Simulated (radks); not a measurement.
Results of a calculation; reference values are marked as such.
Spherical quantum dot in the effective-mass picture: electrons in a well V = -V0 / (1 + exp((r - R)/a)) with V0 = 40.3, R = 1.83, a = 0.071, all in effective atomic units (hartree* = m*/eps^2 hartree, bohr* = eps/m* bohr), one dielectric constant everywhere. Level of theory: non-relativistic Kohn-Sham, r2SCAN, spin-polarised, spherical densities, generalised Kohn-Sham scheme (a radial shooting solver with Libxc functionals). Levels are named by radial order and angular momentum (1s, 1p, 1d, 2s, ...), and open shells are averaged over m. Results are scaled to m* = 0.068 and eps = 7.8, for which hartree* = 30.41 meV and bohr* = 6.07 nm.

N = 20, configuration 1s2 1p6 1d10 2s(up 1, down 0) 1f(up 1, down 0). This is the lowest configuration that the search found. Occupied and some empty levels:

level,occupation,eigenvalue (meV),<r> (nm)
1s up,1,-747.68,6.903
1s down,1,-745.04,6.989
1p up,3,-717.39,7.493
1p down,3,-715.76,7.497
1d up,5,-671.11,7.903
1d down,5,-669.46,7.895
2s up,1,-612.10,5.338
1f up,1,-610.97,8.220
1f down,0,-609.05,8.214
2s down,0,-600.77,5.407
1g up,0,-538.23,8.482
1g down,0,-536.06,8.479
2p up,0,-529.27,6.139
2p down,0,-523.80,6.213
2d up,0,-436.01,6.726
2d down,0,-433.41,6.759

Energy (meV): total -17950.3, kinetic 2151.3, external -24011, Hartree 4417.0, exchange-correlation -507.98.

Electron density:

r (nm),n(r) (e/nm^3)
0.703,0.003841
1.49,0.003614
2.27,0.003344
3.05,0.003187
3.83,0.003289
4.62,0.003752
5.40,0.004551
6.18,0.005461
6.96,0.006106
7.75,0.006048
8.53,0.005030
9.31,0.003252
10.1,0.001445
10.9,0.0003744
11.7,0.00005685
12.4,6.771e-06
13.2,7.739e-07
14.0,8.989e-08
14.8,1.067e-08
15.6,1.284e-09
